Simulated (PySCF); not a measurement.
# Bi: electron affinity

Bi⁻ [Xe] 4f14 5d10 6s2 6p4 (3P) → Bi [Xe] 4f14 5d10 6s2 6p3 (4S), as a difference of total energies. All numbers are calculated (PySCF 2.14, a scalar-relativistic core potential, in def2-QZVPPD with the def2 core potential (60 electrons)). Correlated levels: valence: 5s2 5p6 5d10 frozen; valence and next inner shell: nothing frozen outside the core potential. The calculations carry no spin-orbit coupling.

| method | electron affinity (eV) |
| --- | --- |
| UHF | -0.251 |
| LDA | 1.057 |
| PBE | 0.801 |
| PBE0 | 0.733 |
| TPSS | 0.760 |
| LC-wPBE | 0.664 |
| wB97M-V | 0.760 |
| MP2 (valence) | 0.464 |
| SCS-MP2 (valence) | 0.529 |
| MP2 (valence and next inner shell) | 0.531 |
| SCS-MP2 (valence and next inner shell) | 0.560 |

Estimate what r2SCAN gives.

0.730 eV, closest to PBE0 among the rows shown.

Estimate what PW91 gives.

0.840 eV, closest to PBE among the rows shown.

Spin-orbit coupling is strong in these open shells (close to jj coupling). The scalar numbers leave it out and a first-order estimate fails, so it can dominate the gap to the real levels.

Errors of the correlated levels include the incompleteness of this basis and the frozen core.

A negative affinity means that the anion lies above the atom at that level of theory.

In the anion the highest occupied orbital energy is positive at LDA, PBE, PBE0, r2SCAN, TPSS, PW91, a self-interaction effect; the basis confines that electron, and the energy difference can still be sensible.

For comparison: 0.942 eV (measured; photodetachment measurements, as compiled on the Wikipedia data page of electron affinities).
